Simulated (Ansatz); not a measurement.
## A geometry optimisation of C2H9N3OSi with PBE-D3(BJ)/def2-SVP

The starting geometry of this gas-phase singlet was optimised with GFN2-xTB; its bonds are those of `C=CO[Si](N)(N)N`.

```yaml
atoms:
  - { symbol: C, position_ang: [1.0449, 2.3575, -0.6196] }
  - { symbol: C, position_ang: [0.5923, 1.1398, -0.3719] }
  - { symbol: N, position_ang: [-0.6230, -1.8123, -0.9285] }
  - { symbol: N, position_ang: [1.0920, -1.8581, 1.3886] }
  - { symbol: N, position_ang: [2.1757, -2.5407, -1.0287] }
  - { symbol: O, position_ang: [1.3289, 0.0358, -0.5913] }
  - { symbol: Si, position_ang: [0.9719, -1.5390, -0.3021] }
  - { symbol: H, position_ang: [2.0369, 2.5172, -1.0026] }
  - { symbol: H, position_ang: [0.4326, 3.2212, -0.4420] }
  - { symbol: H, position_ang: [-0.4074, 0.9696, 0.0118] }
  - { symbol: H, position_ang: [-0.8436, -1.4221, -1.8313] }
  - { symbol: H, position_ang: [-0.9947, -2.7460, -0.8703] }
  - { symbol: H, position_ang: [0.5366, -1.2971, 2.0133] }
  - { symbol: H, position_ang: [1.0659, -2.8205, 1.6793] }
  - { symbol: H, position_ang: [2.3405, -2.4224, -2.0152] }
  - { symbol: H, position_ang: [3.0606, -2.5897, -0.5518] }
```

Problem. Predict what becomes of its bonds when it is optimised with PBE-D3(BJ)/def2-SVP.

Solution. It keeps its bonds, and is `C=CO[Si](N)(N)N`.

The energy falls by 0.21 eV over 18 steps:

| step | E − E(last) (eV) |
| --- | --- |
| 1 | 0.211 |
| 3 | 0.029 |
| 5 | 0.008 |
| 7 | 0.001 |
| 9 | 0.000 |
| 10 | 0.000 |
| 12 | 0.000 |
| 14 | 0.000 |
| 16 | 0.000 |
| 18 | 0.000 |

Final geometry (Å):

```tsv
atom	x (Å)	y (Å)	z (Å)
C	1.0050	2.4011	-0.5034
C	0.5913	1.1198	-0.4877
N	-0.5636	-1.7338	-0.9964
N	1.0550	-1.8633	1.4006
N	2.1880	-2.6247	-0.9972
O	1.4393	0.0616	-0.5614
Si	1.0139	-1.5688	-0.2924
H	2.0740	2.6535	-0.5654
H	0.2660	3.2124	-0.4569
H	-0.4839	0.8564	-0.4321
H	-0.7411	-1.4690	-1.9678
H	-1.1684	-2.5037	-0.7057
H	0.6460	-1.2254	2.0830
H	1.2244	-2.7964	1.7743
H	2.0899	-2.8474	-1.9904
H	3.1742	-2.4791	-0.7636
```

No frequencies were run, so the end isn't proven a minimum. Run with Ansatz 0.2.0, 31 s on 4 threads of Arm Neoverse V1, on a shared host.
